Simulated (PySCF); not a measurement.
## Ni (nickel, neutral) across methods

[Ar] 3d7 4s2 4p1, one real determinant (an excited configuration). Computed with PySCF 2.14 in aug-cc-pVTZ-DK (8s7p5d3f2g, 93 functions), with scalar relativity by spin-free X2C-1e.

```tsv
method	E (hartree)	mean ε 4s α (eV)	mean ε 4s β (eV)	mean ε 4p α (eV)	Σ⟨r²⟩ (bohr²)	⟨S²⟩
LDA	-1517.462	-8.651	-7.546	-3.019	43.22	6.003
PBE	-1520.012	-8.447	-7.281	-3.017	43.54	6.004
LC-wPBE	-1520.059	-12.218	-10.414	-6.116	42.50	6.008
r2SCAN	-1520.237	-8.690	-7.423	-3.253	42.98	6.009
r2SCAN0	-1520.208	-9.645	-8.186	-3.980	43.02	6.009
PW91	-1520.396	-8.516	-7.331	-3.050	43.44	6.004
BP86	-1520.502	-8.586	-7.472	-3.097	43.28	6.004
PBE0	-1520.032	-9.461	-8.052	-3.820	43.29	6.006
```

**Question.** Estimate the same row for UHF.

**Answer.** E (hartree) = -1518.87833; mean ε 4s α (eV) = -11.715; mean ε 4s β (eV) = -9.548; mean ε 4p α (eV) = -5.580; Σ⟨r²⟩ (bohr²) = 44.50; ⟨S²⟩ = 6.008.

⟨L²⟩ = 13.90 against 20 for a pure G term, so this real determinant mixes terms.
